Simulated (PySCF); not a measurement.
CdCl₂, SMILES [Cl][Cd][Cl]. The structure is a stationary point at B3LYP-D3(BJ)/def2-TZVP. The isomer is the one that the SMILES or the coordinates give; other isomers of the formula were not compared. The def2 effective core potentials stand for the cores of Cd; spin–orbit coupling is left out.

Computed equilibrium geometry at B3LYP-D3(BJ)/def2-TZVP (PySCF confirms it by a frequency run) as Cartesian coordinates in Å, and its point group:
point group D∞h.
```xyz
3

Cd     0.0000     0.0000     0.0000
Cl     0.0000     0.0000    -2.2851
Cl     0.0000     0.0000     2.2851
```
Charge 0, spin multiplicity 1.
